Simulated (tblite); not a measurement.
Task: Write Cartesian coordinates for `C#Cc1c[c]ccc1` [radical] as optimised with GFN2-xTB. (Doublet state.)

Result: 
```
atom  x, y, z in Å
C1     2.6489    1.6359   -0.7323
C2     1.6632    1.0240   -0.4211
C3     0.5131    0.3064   -0.0236
C4     0.2970    0.0466    1.3430
C5    -0.8219   -0.6478    1.6752
C6    -1.7533   -1.1132    0.7927
C7    -1.5348   -0.8523   -0.5600
C8    -0.4134   -0.1512   -0.9589
H9     3.5053    2.1690   -1.0201
H10    1.0098    0.3969    2.0739
H11   -2.6266   -1.6609    1.1124
H12   -2.2488   -1.2028   -1.2918
H13   -0.2429    0.0496   -2.0071
```

Any rigid rotation of these coordinates is as good. Atoms count from 1 in this order. The 8 heavy atoms lie in one plane (0.000 Å rms). C6 (carbon bonded to 2 C and H) is planar (angles 122.3°, 120.6° and 117.1°, sum 360.0°, 0.00 Å off the plane of its three neighbours). C5 (carbon bonded to 2 C) is bent (angle 125.3°). C4 (carbon bonded to 2 C and H) is planar (angles 123.0°, 119.7° and 117.3°, sum 360.0°, 0.00 Å off the plane of its three neighbours).

Bonds between heavy atoms (Å): C1≡C2 1.201, C2–C3 1.413, C3–C4 1.408, C4–C5 1.358, C5–C6 1.365, C6–C7 1.395, C7–C8 1.381, C3–C8 1.394.

Computed geometry: GFN2-xTB, gas phase. This method treats the open shell by occupation alone, without spin polarisation.

Point group: Cs (every atom within 0.08 Å of its image). Its GFN2-xTB frequencies are all real (lowest 122 cm⁻¹).
